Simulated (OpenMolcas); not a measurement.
**Ionisation energies of germanium**

- Program: OpenMolcas
- Basis: ANO-RCC-VTZP [6s5p3d1f]
- Scalar Hamiltonian: DKH2, point nucleus
- Spin-orbit coupling: RASSI with atomic mean-field integrals over the reference wave functions, term energies averaged over their components

Active shells in each charge state: the valence s, p shells, with orbitals averaged over the low states. Where CASPT2's correlated closed shells are named, they are those of the first ion.

A. CASSCF
B. SS-CASPT2, IPEA 0.25 Eh, imaginary shift 0.1 Eh (closed shells correlated: 3d)
C. SS-CASPT2, IPEA 0.25 Eh, imaginary shift 0.1 Eh (closed shells correlated: 3s 3p 3d)
D. SS-CASPT2, IPEA 0.25 Eh, imaginary shift 0.1 Eh (closed shells correlated: none)
E. SS-CASPT2, IPEA 0 Eh, imaginary shift 0.1 Eh (closed shells correlated: 3d)

Energies in eV between the lowest computed levels, named as in B; reference values from the NIST Atomic Spectra Database with their kind.

```json
{"From": "Ge 4s² 4p² ³P₀", "To": "Ge+ 4s² 4p ²P°_1/2", "A": "7.084", "B": "7.657", "C": "7.646", "D": "7.523", "E": "7.746", "Spin-orbit share in B": "-0.020", "Reference": "7.899 (measured)"}
{"From": "Ge+ 4s² 4p ²P°_1/2", "To": "Ge2+ 4s² ¹S₀", "A": "14.821", "B": "15.637", "C": "15.621", "D": "15.391", "E": "15.740", "Spin-orbit share in B": "+0.132", "Reference": "15.935 (measured)"}
{"From": "Ge2+ 4s² ¹S₀", "To": "Ge3+ 4s ²S_1/2", "A": "33.250", "B": "33.825", "C": "33.853", "D": "33.293", "E": "33.824", "Spin-orbit share in B": "+0.000", "Reference": "34.058 (measured)"}
{"From": "Ge3+ 4s ²S_1/2", "To": "Ge4+ 3d¹⁰ ¹S₀", "A": "44.591", "B": "45.416", "C": "45.462", "D": "44.591", "E": "45.431", "Spin-orbit share in B": "+0.000", "Reference": "45.715 (measured)"}
```

Steps that some method lacks are left out, and so are those with a state whose active s or d shell is doubly occupied in every root (s and p with five to eight electrons, d10) over a frozen core shell of the same l, since the two then mix freely.

Error against the reference values, in %:

| From | Reference | A | B | C | D | E |
| --- | --- | --- | --- | --- | --- | --- |
| Ge | measured | -10.3 | -3.1 | -3.2 | -4.8 | -1.9 |
| Ge+ | measured | -7.0 | -1.9 | -2.0 | -3.4 | -1.2 |
| Ge2+ | measured | -2.4 | -0.7 | -0.6 | -2.2 | -0.7 |
| Ge3+ | measured | -2.5 | -0.7 | -0.6 | -2.5 | -0.6 |

Mean absolute error over the 4 measured values: A 0.97 eV, B 0.27 eV, C 0.26 eV, D 0.70 eV, E 0.22 eV. E lies closest.

° marks odd parity.
